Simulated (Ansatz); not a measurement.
Al₇N₇H₂₀⁻, a nanocrystal cut from wurtzite AlN (hydrogen-capped). The state is a doublet with charge -1. Geometry PBE-D4/def2-SVP; atoms count from 1.

Cartesian coordinates in Å:
```
Al -0.1198 -3.4177 -0.4450
N -1.4911 -2.6977 0.8227
N 0.7284 -1.7188 -0.8900
Al -0.4050 -0.4787 -1.8584
Al -1.5262 -0.7623 1.1662
N -1.7088 0.1002 -0.5255
N 0.5281 1.1969 -2.3395
Al -1.7857 2.0477 -0.3224
Al 1.6577 -0.8706 0.5850
N 0.2186 -0.2669 1.7575
N 2.5535 0.8115 0.0582
Al 1.3995 2.1098 -0.8436
Al 0.3120 1.6486 2.1611
N -0.0249 2.4365 0.4125
H -0.9872 -4.0747 -1.6481
H 0.7886 -4.4077 0.4640
H -2.4218 -2.9912 0.4883
H -1.3869 -3.1922 1.7221
H 1.4928 -1.9146 -1.5675
H -1.2165 -1.0794 -3.1163
H -2.7254 -0.5301 2.2168
H -2.6351 -0.1451 -0.9142
H 1.2870 0.9079 -2.9936
H -0.1116 1.8433 -2.8595
H -1.9150 2.7216 -1.8061
H -2.9669 2.4650 0.7026
H 2.6422 -1.8105 1.4504
H 0.3909 -0.7210 2.6704
H 3.2796 0.5284 -0.6346
H 3.0451 1.2429 0.8764
H 2.1280 3.4950 -1.2357
H -0.8303 2.0590 3.2320
H 1.8352 2.0074 2.6334
H -0.0290 3.4576 0.5803
```

Single mean-field runs in def2-TZVP are fitted with def2-universal-jkfit. The highest occupied level of the relaxed charge -1 doublet lies above zero (up to 0.91 eV). By energy differences it is unbound by 0.24 eV (each at its own geometry, against the charge 0 singlet, at PBE0-D4/def2-TZVP) and held by the finite basis.

**Question.** Estimate the Mulliken populations of the heavy atoms from the PBE0/def2-TZVP orbitals of Ansatz.

**Answer.** 
```
atom  charge (e)  spin (α − β)
 Al1        0.18          0.05
  N2       -0.52          0.00
  N3       -0.28         -0.10
 Al4        0.09          0.25
 Al5        0.28          0.01
  N6       -0.44          0.01
  N7       -0.31         -0.16
 Al8        0.17          0.02
 Al9        0.10          0.25
 N10       -0.44          0.01
 N11       -0.31         -0.15
Al12        0.18          0.21
Al13        0.17          0.02
 N14       -0.44          0.01
```
Mulliken values depend strongly on the basis.

**Question.** Where does the spin sit?

**Answer.** Summed by element: Al 0.81, N -0.39, H 0.58, of 1 unpaired in all. Largest on single atoms: Al4 0.25, Al9 0.25, Al12 0.21.

**Question.** And the Mayer bond orders between heavy atoms (over 0.3)?

**Answer.** Al1–N2 0.66 (2.00 Å); Al1–N3 0.80 (1.95 Å); N2–Al5 0.78 (1.97 Å); N3–Al4 0.74 (1.94 Å); N3–Al9 0.74 (1.94 Å); Al4–N6 0.80 (1.95 Å); Al4–N7 0.65 (1.98 Å); Al5–N6 0.86 (1.91 Å); Al5–N10 0.86 (1.91 Å); N6–Al8 0.76 (1.96 Å); N7–Al12 0.68 (1.96 Å); Al8–N14 0.79 (1.95 Å); Al9–N10 0.81 (1.95 Å); Al9–N11 0.65 (1.98 Å); N10–Al13 0.76 (1.96 Å); N11–Al12 0.68 (1.96 Å); Al12–N14 0.85 (1.93 Å); Al13–N14 0.79 (1.95 Å).
